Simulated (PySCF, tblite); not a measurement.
C6H9FOSi.
Cartesian coordinates in Å at the PBE0-D3(BJ)/def2-SVP level; atoms count from 1:
```xyz
18
C6H9FOSi angstrom
C      3.2095    0.4207    0.2442
C      2.0078   -0.3225   -0.2869
O      0.8776   -0.0032    0.4951
Si    -0.6188   -0.6935    0.3178
C     -1.9171    0.0592    1.4140
C     -2.8867    0.5403    0.6056
C     -2.7167    0.4241   -0.8615
C     -1.5720   -0.1680   -1.2413
F     -1.2322   -0.3697   -2.5121
H      4.1055    0.1871   -0.3507
H      3.0368    1.5064    0.2055
H      3.4015    0.1426    1.2911
H      1.8257   -0.0498   -1.3437
H      2.1924   -1.4144   -0.2650
H     -0.4972   -2.1830    0.3804
H     -1.9814    0.1200    2.5013
H     -3.7951    1.0191    0.9889
H     -3.4711    0.7973   -1.5597
```

Jobs on this species (18 atoms, 76 electrons) with PySCF (density fitting) and tblite. Hardware of each: one thread of an Arm Neoverse V2, no GPU, shared host. Times come from a shared host and carry two figures at best.

```
                                                             level and settings                                                                                                                                      work  basis functions  SCF cycles  wall time
                                                                  PBE0/pcSseg-1                                        shieldings, ring-centre shieldings, charges and field gradients, density and orbital grids written              205           ?          ?
                                             PBE0-D3(BJ)/def2-SVP, grid level 1                                                                              geometry optimisation from a GFN2-xTB start shaken at random              175           ?          ?
                                               B3LYP/def2-SVPD, IEF-PCM acetone                                                                                                  6 singlets by full TDDFT, polarisability              262          14       70 s
                                                                       GFN2-xTB                                                                                                             Hessian by finite differences                –           –     0.61 s
                                                                B3LYP/def2-SVPD  10 singlets by full TDDFT, 4 Tamm–Dancoff triplets, polarisability, dynamic polarisability, ΔSCF ions, density and orbital grids written              262          15    3.9 min
                                            PBE0/pcSseg-1, IEF-PCM acetonitrile                                                                                                        shieldings, ring-centre shieldings              205          14       39 s
                                                 PBE0/pcSseg-1, IEF-PCM acetone                                                                           shieldings, ring-centre shieldings, charges and field gradients              205          14       53 s
                                                                    HF/pcSseg-1                                                                                                        shieldings, ring-centre shieldings              205          12       26 s
delta-SCF UKS SCAN, pcX-2 on the ionised atom, pcseg-1 elsewhere, spin-free X2C                                                                                                            ΔSCF core ionisation, 10 holes              217         206    3.1 min
```

Question: Fill in the missing figures.

Answer: 
- PBE0/pcSseg-1; shieldings, ring-centre shieldings, charges and field gradients, density and orbital grids written: 58 s, 14 SCF cycles
- PBE0-D3(BJ)/def2-SVP, grid level 1; geometry optimisation from a GFN2-xTB start shaken at random: 2.0 min, 48 SCF cycles

Question: What do all jobs in the table cost together?

Answer: About 13 min; the longest takes about 30 % of that, and about 380 times as long as the shortest.
